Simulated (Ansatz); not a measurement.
CH2BNO2, SMILES `O=C1NB1O`, relaxed with RKS PBE-D4/def2-SVP in Ansatz from a rough embedded geometry. The force threshold is 0.03 eV/Å; the program also tests the step.

Charge 0, multiplicity 1.

Start:

```xyz
7

O    -0.792   -1.962    1.066
C    -0.486   -0.814    0.594
N    -0.800    0.592    0.467
B     0.449    0.175   -0.096
O     1.687    0.348   -0.893
H    -1.458    1.417    0.690
H     1.399    0.244   -1.830
```

(1) By how much does the energy fall, and how many steps does the optimiser take? (Best estimate.)

(2) Which bonds change most? (Estimate.)

(3) Give the relaxed structure. (Best estimate.)

Answers

(1) Computed: 114.70 kJ/mol, in 11 steps, 1 of them rejected.

(2) The calculation gave: B4–O5 from 1.483 to 1.347 Å; O1–C2 from 1.278 to 1.205 Å; N3–H6 from 1.079 to 1.030 Å; C2–B4 from 1.526 to 1.539 Å.

(3) The calculation gave: 
```xyz
7

O    -0.977   -1.692    1.431
C    -0.443   -0.895    0.702
N    -0.679    0.464    0.308
B     0.463   -0.138   -0.285
O     1.490    0.069   -1.132
H    -1.350    1.224    0.487
H     1.496    0.969   -1.511
```
